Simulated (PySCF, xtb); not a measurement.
Si(H)(F)2(OEt) (C₂H₆F₂OSi), SMILES CCO[SiH](F)F. The values are those of a single conformer.

Harmonic wavenumbers (cm⁻¹) from xtb with GFN2-xTB at its own minimum, in rising order: 20, 57, 105, 202, 232, 249, 307, 408, 604, 654, 744, 826, 864, 870, 1028, 1098, 1137, 1188, 1258, 1339, 1400, 1473, 1475, 1492, 2565, 2918, 2936, 3050, 3050, 3054.

What does ωB97X-D3(BJ)/def2-SVP in PySCF 2.14.0 give at its own minimum? (Estimate from the structure and the level; the computed values follow.)

16, 53, 115, 253, 287, 329, 359, 476, 761, 818, 839, 842, 926, 973, 1019, 1131, 1181, 1190, 1316, 1391, 1442, 1464, 1487, 1514, 2399, 3059, 3075, 3114, 3175, 3178. Paired by order, the mean absolute difference is 65 cm⁻¹ and the zero-point energies are 52.3 and 54.6 kcal/mol.
